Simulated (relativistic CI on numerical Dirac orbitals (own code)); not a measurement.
# Electric-dipole lines of Cs XLVIII

Calculated at this level of theory: Dirac-Coulomb-Breit CI, separate exchange-only KLI orbitals for each configuration, QED by a radiative potential, unscaled Slater integrals (own radial code, finite nucleus).

CI space (outside the closed core 1s2): 2s2.2p4, 2s.2p5, 2p6, 2p5.3s, 2p5.3p, 2p5.3d, 2s2.2p3.3s, 2s2.2p3.3p, 2s2.2p3.3d, 2s.2p4.3s, 2s.2p4.3p, 2s.2p4.3d, 2s2.2p3.4s, 2s2.2p3.4p, 2s2.2p3.4d, 2s2.2p3.4f. Levels of other configurations are missing.

```tsv
λ vac (nm)	Lower	Upper	A (s⁻¹)	log gf	S velocity/length
0.22655	2s.2p5 3P°_2 [5]	2p5.3p 3D_3 [197]	9.82e+13	-0.28	0.99
0.22670	2s2.2p4 3P_2 [1]	2s.2p4.3p 3D°_3 [90]	8.74e+13	-0.33	1.00
0.22861	2s2.2p4 3P_2 [1]	2s.2p4.3p 3P°_2 [88]	1.34e+14	-0.28	0.99
0.23373	2s2.2p4 3P_1 [3]	2s.2p4.3p 5D°_2 [132]	1.97e+14	-0.09	0.98
0.23380	2s2.2p4 3P_1 [3]	2s2.2p3.3d 3P°_1 [131]	2.45e+14	-0.22	0.98
0.23401	2s2.2p4 3P_2 [1]	2s2.2p3.3d 3P°_1 [65]	1.58e+14	-0.41	0.98
0.23411	2s2.2p4 1D_2 [4]	2s2.2p3.3d 3D°_2 [136]	1.84e+14	-0.12	0.98
0.23431	2s2.2p4 1S_0 [2]	2s2.2p3.3d 3D°_1 [76]	4.15e+14	0.01	0.99
0.23446	2s2.2p4 1D_2 [4]	2s2.2p3.3d 1F°_3 [133]	4.94e+14	0.45	0.99
0.23446	2s2.2p4 3P_2 [1]	2s2.2p3.3d 3D°_1 [61]	3.42e+14	-0.07	0.97
0.23470	2s2.2p4 3P_2 [1]	2s2.2p3.3d 3P°_2 [59]	4.43e+14	0.26	0.98
0.23475	2s2.2p4 3P_2 [1]	2s2.2p3.3d 3D°_3 [58]	4.66e+14	0.43	0.99
0.23502	2s2.2p4 1S_0 [2]	2s2.2p3.3d 3S°_1 [73]	1.56e+14	-0.41	0.98
0.23523	2s.2p5 1P°_1 [6]	2s.2p4.3d 3P_1 [186]	4.69e+14	0.07	0.98
0.23530	2s.2p5 3P°_2 [5]	2s.2p4.3d 3D_3 [171]	3.48e+14	0.31	0.99
0.23534	2s.2p5 3P°_2 [5]	2s.2p4.3d 3P_2 [170]	4.75e+14	0.29	0.98
0.23547	2s.2p5 1P°_1 [6]	2s.2p4.3d 3D_2 [184]	4.25e+14	0.25	0.99
0.23556	2s.2p5 3P°_2 [5]	2s.2p4.3d 3S_1 [169]	5.37e+14	0.13	0.97
0.23568	2s2.2p4 3P_2 [1]	2s2.2p3.3d 3G°_3 [54]	1.29e+14	-0.12	0.99
0.23621	2s.2p5 1P°_1 [6]	2s.2p4.3d 3F_2 [179]	1.33e+14	-0.26	0.98
0.23697	2s.2p5 3P°_2 [5]	2s.2p4.3d 5F_3 [162]	1.78e+14	0.02	0.99
0.24911	2s2.2p4 3P_1 [3]	2s2.2p3.3d 3P°_2 [77]	3.24e+14	0.18	0.99
0.24912	2s.2p5 3P°_0 [8]	2s.2p4.3d 1P_1 [191]	2.82e+14	-0.10	0.98
0.24959	2s2.2p4 3P_1 [3]	2s2.2p3.3d 3D°_1 [76]	2.13e+14	-0.22	0.98
0.24980	2s2.2p4 1D_2 [4]	2s2.2p3.3d 3F°_3 [78]	3.94e+14	0.41	0.99
0.24996	2s2.2p4 3P_0 [7]	2s2.2p3.3d 3D°_1 [141]	8.90e+14	0.40	0.98
0.25008	2s.2p5 3P°_2 [5]	2s.2p4.3d 3D_3 [119]	3.60e+14	0.37	0.99
0.25033	2s.2p5 3P°_2 [5]	2s.2p4.3d 3D_3 [116]	8.85e+13	-0.24	0.99
0.25044	2s2.2p4 3P_2 [1]	2s2.2p3.3d 3D°_3 [25]	6.35e+14	0.62	0.99
0.25058	2s2.2p4 3P_1 [3]	2s2.2p3.3d 3D°_2 [72]	3.82e+14	0.25	0.99
0.25059	2s2.2p4 1D_2 [4]	2s2.2p3.3d 1D°_2 [75]	5.04e+14	0.37	0.98
0.25065	2s.2p5 3P°_1 [9]	2s.2p4.3d 1D_2 [192]	6.64e+14	0.50	0.99
0.25073	2s2.2p4 1D_2 [4]	2s2.2p3.3d 1F°_3 [74]	3.70e+14	0.39	0.99
0.25076	2s.2p5 3P°_1 [9]	2s.2p4.3d 1P_1 [191]	4.00e+14	0.05	0.97
0.25107	2s2.2p4 3P_2 [1]	2s2.2p3.3d 3D°_2 [24]	2.91e+14	0.14	0.98
0.25122	2s2.2p4 3P_1 [3]	2s2.2p3.3d 3P°_1 [65]	2.01e+14	-0.24	0.98
0.25126	2s2.2p4 1D_2 [4]	2s2.2p3.3d 3S°_1 [73]	1.80e+14	-0.29	0.97
0.25184	2s.2p5 1P°_1 [6]	2s.2p4.3d 1D_2 [123]	6.77e+14	0.51	0.99
0.25206	2s2.2p4 1S_0 [2]	2s2.2p3.3d 3D°_1 [26]	3.95e+14	0.05	0.98
0.25248	2s.2p5 1P°_1 [6]	2s.2p4.3d 3P_1 [121]	4.54e+14	0.11	0.98
0.25269	2s.2p5 3P°_1 [9]	2s.2p4.3d 3D_1 [182]	4.56e+14	0.12	0.98
0.25270	2s.2p5 3P°_0 [8]	2s.2p4.3d 3P_1 [173]	4.38e+14	0.10	0.98
0.25274	2s.2p5 3P°_2 [5]	2s.2p4.3d 3D_2 [106]	3.48e+14	0.22	0.98
0.25298	2s.2p5 3P°_2 [5]	2s.2p4.3d 3D_3 [105]	3.13e+14	0.32	0.99
0.25317	2s.2p5 3P°_2 [5]	2s.2p4.3d 3P_1 [104]	2.36e+14	-0.17	0.98
```

Terms are leading LS components. Brackets give the number of a level in order of energy, since labels repeat. The list gives strong lines, with weight on those to low levels, among the lowest 200 of 342 levels, so that lines to higher ones, which can be the strongest, are missing. Levels whose partners in the same complex of configurations lie outside the list can be far off, and so can their lines. Rates are taken at the computed energies, electric ones in the length gauge. A velocity-to-length ratio far from 1 marks an uncertain rate.

At this charge energies of transitions that change n are usually good to better than 1 %, and those within a shell (Δn = 0) to a few per cent.

LS names give the leading component of a level, which can be under half, so a name can repeat, a term be missing and a line seem to break the LS rules.
